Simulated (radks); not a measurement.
Problem. All-electron atom: Rh4+ in [Kr] 4d5. All-electron calculation, Dirac Kohn-Sham, BLYP, spin-unpolarised, spherical densities, finite nucleus; open shells fill j = l - 1/2 first; Fermi nuclear charge, rms radius 4.4945 fm. Program: a radial shooting solver on a logarithmic mesh with Libxc functionals.

Spin-orbit splittings of the eigenvalues, e(l+1/2) - e(l-1/2), with zeta = 2 splitting/(2l+1) and mean radii in bohr:

| shell | occ. | splitting (eV) | zeta (eV) | <r> j=l-1/2 | <r> j=l+1/2 |
|---|---|---|---|---|---|
| 2p | 6 | 144.7 | 96.46 | 0.1203 | 0.1252 |
| 3p | 6 | 24.91 | 16.60 | 0.3830 | 0.3938 |
| 3d | 10 | 4.916 | 1.966 | 0.3682 | 0.3716 |
| 4p | 6 | 4.137 | 2.758 | 1.033 | 1.061 |
| 4d | 5 | ? | ? | 1.306 | 1.317 |

Estimate the 4d splitting.

Solution. 0.5371 eV (zeta = 0.2148 eV).
